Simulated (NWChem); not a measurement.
System: C2H5ClOSi; SMILES O[SiH2]/C=C/Cl

The following NWChem deck was run.

```
start job
memory heap 200 mb stack 900 mb global 1100 mb
geometry units angstroms noautosym nocenter noautoz
  O     -0.789752    -2.774886     0.298575
  Si     0.434437    -1.747452    -0.173987
  C     -0.167993     0.000780    -0.433633
  C      0.320570     1.011711     0.290351
  Cl    -0.166917     2.659788     0.120009
  H     -1.255777    -2.545201     1.107803
  H      1.530628    -1.669209     0.843738
  H      0.942093    -2.326759    -1.445950
  H     -0.934647     0.224868    -1.185309
  H      1.086143     0.887103     1.063341
end
basis spherical
  O library sto-3g
  Si library sto-3g
  C library sto-3g
  Cl library sto-3g
  H library sto-3g
end
dft
  xc b3lyp
  iterations 150
end
property
  response 1 0.0773
end
task dft property
```

STO-3G and 3-21G are far too small for this property and stand as cheap habits. Geometry: optimised at PBE0/def2-SVP.

Field at 589 nm.

Task: Give the results of this calculation. (B3LYP/STO-3G.) Quantities: isotropic polarisability (bohr³); anisotropy (bohr³).

Result: 
| Property | Value |
|---|---|
| isotropic polarisability (bohr³) | 31.7 |
| anisotropy (bohr³) | 31.3 |
